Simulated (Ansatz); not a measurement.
Reaction (cleavage of the Si–Sn bond): `[CH3][SnH2][SiH2]S` + `C[SeH]` → `C[Se][SiH2]S` + `[CH3][SnH3]`

Computed with Ansatz on PBE0-D4/def2-TZVP structures; ΔE is electronic, products minus reactants. CCSD(T)/CBS adds triple-zeta CCSD(T) − MP2 to the extrapolated MP2 energy (def2 sets, frozen cores). Elements past krypton have def2 core potentials. For Se, Sn outer-core shells are correlated without core-valence functions, which leaves a few kJ/mol of doubt a bond. Scalar relativity is left out up to krypton. One conformer a species, not always the lowest.

```json
{"species": "`[CH3][SnH2][SiH2]S`", "CCSD/def2-TZVPP energy (Eh)": "-943.27340"}
{"species": "`C[SeH]`", "CCSD/def2-TZVPP energy (Eh)": "-2440.53519"}
{"species": "`C[Se][SiH2]S`", "CCSD/def2-TZVPP energy (Eh)": "-3128.56989"}
{"species": "`[CH3][SnH3]`", "CCSD/def2-TZVPP energy (Eh)": "-255.25447"}
```

Problem. Work out ΔE.

Solution. ΔE = (-3128.56989) + (-255.25447) − (-943.27340) − (-2440.53519) = -0.01577 Eh = -41.4 kJ/mol. CCSD(T)/CBS gives -41.0 kJ/mol.

Largest T1 diagnostic among the species: 0.012.
